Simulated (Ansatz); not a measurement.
Geometry optimisation, RHF/def2-SVP in Ansatz.

input.yaml

```yaml
crystal:
  periodic: [false, false, false]
  atoms:
    - { symbol: F, position_ang: [-1.4759, -0.8396, 1.451] }
    - { symbol: Si, position_ang: [-1.2342, 0.6164, 0.7391] }
    - { symbol: Cl, position_ang: [-0.3848, 1.8557, 2.1092] }
    - { symbol: C, position_ang: [-0.052, 0.3989, -0.7149] }
    - { symbol: Si, position_ang: [1.2074, -0.8775, -0.5403] }
    - { symbol: S, position_ang: [-0.3183, 1.2656, -2.1188] }
    - { symbol: H, position_ang: [-2.5127, 1.2399, 0.4048] }
    - { symbol: H, position_ang: [2.35861, -0.6926, -1.40061] }
    - { symbol: H, position_ang: [0.59658, -2.25596, -0.86097] }
    - { symbol: H, position_ang: [1.69504, -0.97613, 0.83696] }
basis:
  gaussian: { orbitals: def2-SVP }
hamiltonian:
  xc: hf
relax:
  f_tol: 0.015
  max_steps: 40
```

Command:

```bash
$ ansatz run input.yaml --threads 2 --pin off --max-ram 3072MiB --backend cpu --events-out ev --progress --plain --runs-dir out
```

**Question.** Where does it end, and by what steps?

**Answer.** It converged. After 6 steps the energy has fallen by 0.367 eV; F1 moved furthest, 0.15 Å.

| step | energy less start (eV) | largest force component (eV/Å) | accepted |
| --- | --- | --- | --- |
| 0 | 0.0000 | 3.025 | yes |
| 1 | -0.2675 | 1.970 | yes |
| 2 | -0.3454 | 0.741 | yes |
| 3 | -0.3595 | 0.349 | yes |
| 4 | -0.3649 | 0.267 | yes |
| 5 | -0.3671 | 0.025 | yes |
| 6 | -0.3672 | 0.006 | yes |

```xyz
10
Properties=species:S:1:pos:R:3
F -1.582 -0.740 1.466
Si -1.295 0.669 0.754
Cl -0.376 1.871 2.142
C -0.102 0.350 -0.665
Si 1.276 -0.974 -0.554
S -0.301 1.232 -2.003
H -2.560 1.259 0.331
H 2.350 -0.636 -1.507
H 0.673 -2.283 -0.889
H 1.796 -1.013 0.830
```

The run took 17 s on 2 threads of Intel(R) Xeon(R) Platinum 8375C CPU @ 2.90GHz (Ice Lake), with other jobs on the host, peak memory 0.3 GiB.
